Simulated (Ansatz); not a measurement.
`C=[CH][AlH][F]` + `N=C=O` → `O=C=[N][AlH][F]` + `C=C` at 700 K and 1 bar (ligand exchange at the Al–C bond).

Computed with Ansatz on PBE0-D4/def2-TZVP structures; ΔE is electronic, products minus reactants. CCSD(T)/CBS is the MP2 limit (def2-TZVPP, def2-QZVPP) plus CCSD(T) − MP2 in def2-TZVPP, frozen cores. This one scheme is used for every species. Each species was taken in one conformer, which may not be the lowest.

```
          species  CCSD(T)/CBS energy (Eh)  H − E (kJ/mol)  S (J/(mol·K))
 `C=[CH][AlH][F]`               -420.36993           195.3          402.4
          `N=C=O`               -168.51995            89.3          283.6
`O=C=[N][AlH][F]`               -510.46086           118.0          410.6
            `C=C`                -78.48111           168.9          268.4
```

H − E and S are ideal-gas, rigid-rotor, harmonic terms from PBE0-D4/def2-TZVP, for one conformer and one mirror image of each species. 1 Eh = 2625.50 kJ/mol, R = 8.31446 J/(mol·K).

By hand: ΔE, ΔH, ΔS and ΔG.

ΔE = (-510.46086) + (-78.48111) − (-420.36993) − (-168.51995) = -0.05209 Eh = -136.8 kJ/mol. Δ(H − E) = 118.0 + 168.9 − 195.3 − 89.3 = 2.3, so ΔH = -134.5 kJ/mol. ΔS = 410.6 + 268.4 − 402.4 − 283.6 = -7.0 J/(mol·K). ΔG = -134.5 − 700 × (-7.0)/1000 = -129.6 kJ/mol.

By hand: the equilibrium constant, and the temperature at which ΔG would vanish if ΔH and ΔS stayed fixed.

log₁₀ K = −ΔG/(RT ln 10) = 9.7. ΔG = 0 at ΔH/ΔS = 19214 K, far beyond where these terms or the molecules hold.

The number of gas molecules stays the same, so ΔS is small and ΔH decides. A doubt of 5 kJ/mol in ΔE shifts log₁₀ K by 0.4 here. Other conformers and mirror images would add mixing entropy, several J/(mol·K) or more a flexible species. Modes under 60 cm⁻¹, often nearly free rotors, make the harmonic entropy too high. These are equilibria of isolated gas molecules and say nothing of rates. Largest T1 diagnostic: 0.018 (customary marks: 0.02 for closed shells, 0.045 for open ones).
